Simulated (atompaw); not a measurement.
## Before and after: PAW (atompaw) potential for zirconium

zirconium (Zr), PAW, made with atompaw 4.2.0.5 (PBE, non-relativistic). Core [Ar] 3d10, reference 4s2 4p6 4d2 5s2 5p0. Waves: 4s (bound); 5s (bound); 4p (bound); 5p (bound, empty); 4d (bound); 4d channel at 0.2 Ry. Local part: troulliermartins scheme with l = 3 at 0 Ry, radius 2.40 bohr. Core correction: smooth core density matched at 2.10 bohr. Augmentation charge: sinc compensation charge, radius 2.25 bohr; PAW radius 2.60 bohr; waves and projectors: bloechl.

All-electron outer shells of the reference configuration (PBE, non-relativistic, ld1.x):

```json
{"shell": "3d", "level (eV)": "-177.85", "outermost node (bohr)": "–", "outermost maximum (bohr)": "0.35"}
{"shell": "4s", "level (eV)": "-52.22", "outermost node (bohr)": "0.56", "outermost maximum (bohr)": "1.10"}
{"shell": "4p", "level (eV)": "-32.24", "outermost node (bohr)": "0.57", "outermost maximum (bohr)": "1.19"}
{"shell": "5s", "level (eV)": "-4.27", "outermost node (bohr)": "1.50", "outermost maximum (bohr)": "3.23"}
{"shell": "4d", "level (eV)": "-3.96", "outermost node (bohr)": "0.58", "outermost maximum (bohr)": "1.57"}
{"shell": "5p", "level (eV)": "-1.50", "outermost node (bohr)": "1.71", "outermost maximum (bohr)": "4.15"}
```

Change: local potential troulliermartins scheme with l = 3 at 0 Ry, radius 1.76 bohr.

Cutoffs: the cutoffs (Ry, on a coarse ladder) from which the occupation-weighted sum of valence levels, in a spherical-Bessel basis at the reference potential, stays within 10 and 1 mRy of its value at 400 Ry; they do not see the model core or the augmentation charge, which bear on the density cutoff.

Task: What does the change do?

Result: The potential gets harder (30 Ry and 45 Ry → 70 Ry and 100 Ry); the range in which the s phases agree narrows (upper end 3.0 → 0.2); the range in which the p phases agree narrows (upper end at the end of the scan → 3.5); neither file shows a bound ghost.

| quantity | base | changed |
| --- | --- | --- |
| cutoff, loose | 30 Ry | 70 Ry |
| cutoff, tight | 45 Ry | 100 Ry |
| loose cutoff by channel (10 mRy a level) | s 15 Ry, p 21 Ry, d 18 Ry | s 55 Ry, p 40 Ry, d 21 Ry |
| bound ghosts | none | none |
| s: phases at 2.61 bohr within 0.05 rad from the reference energy up to (Ry; the scan ends near 5) | 3.0 | 0.2 |
| p: phases at 2.61 bohr within 0.05 rad from the reference energy up to (Ry; the scan ends near 5) | to the end of the scan | 3.5 |
| d: phases at 2.61 bohr within 0.05 rad from the reference energy up to (Ry; the scan ends near 5) | 1.4 | 1.2 |
| lowest overlap eigenvalue by channel | s 0.47, p 0.79, d 0.02 | s 0.13, p 0.37, d 0.01 |

 The cutoffs see the waves, projectors and local potential, not the compensation charge or the core.
